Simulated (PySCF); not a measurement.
**Heteronuclear NMR**

Geometry:
| atom | x (Å) | y (Å) | z (Å) |
| --- | --- | --- | --- |
| C1 | -3.524 | -0.013 | -0.439 |
| N2 | -2.653 | -0.475 | 0.337 |
| C3 | -1.298 | -0.235 | 0.221 |
| C4 | -0.560 | 0.072 | 1.365 |
| C5 | 0.806 | 0.248 | 1.304 |
| C6 | 1.502 | 0.086 | 0.110 |
| C7 | 2.991 | 0.236 | 0.060 |
| C8 | 0.786 | -0.252 | -1.031 |
| C9 | -0.585 | -0.392 | -0.971 |
| F10 | -1.250 | -0.729 | -2.103 |
| H11 | -4.550 | -0.316 | -0.282 |
| H12 | -3.332 | 0.689 | -1.254 |
| H13 | -1.093 | 0.190 | 2.296 |
| H14 | 1.349 | 0.504 | 2.202 |
| H15 | 3.333 | 0.951 | 0.804 |
| H16 | 3.317 | 0.564 | -0.924 |
| H17 | 3.468 | -0.721 | 0.271 |
| H18 | 1.283 | -0.398 | -1.978 |

Rapidly exchanging positions averaged, one computed conformer, relativity neglected, no solvent. GFN2-xTB geometry; GIAO PBE0/pcSseg-1 shieldings; PySCF 2.14.

(1) Predict the ¹⁹F NMR data.

(2) Where does ¹⁵N resonate?

Results:

(1) 
```json
{"atoms": "F10", "environment": "aryl fluorine", "σ (ppm)": "319.2", "δ (ppm)": "-142.1"}
```

Shieldings were converted by a linear fit to measured shifts: ¹⁹F: δ = 146.13 − 0.903σ +14.6 on sp3 carbon (rms 6.0 ppm, 223 shifts, 7.0 ppm with the 5 outliers that the fit left out vs CFCl3, solution or neat liquid). Occasional misses reach two or three times the rms, and more in compound classes unlike the fitted ones.

On a 400 MHz spectrometer ¹⁹F resonates near 376.4 MHz, so 1 ppm is 376.4 Hz.

(2) 
```csv
atoms,environment,σ (ppm),δ (ppm)
N2,imine nitrogen,-128.7,-29.5
```

Shieldings were converted by a linear fit to measured shifts: ¹⁵N: δ = -148.07 − 0.921σ (rms 6.3 ppm, 71 shifts vs CH3NO2, solution or neat liquid). Occasional misses reach two or three times the rms, and more in compound classes unlike the fitted ones.

On a 600 MHz spectrometer ¹⁵N resonates near 60.8 MHz, so 1 ppm is 60.8 Hz.
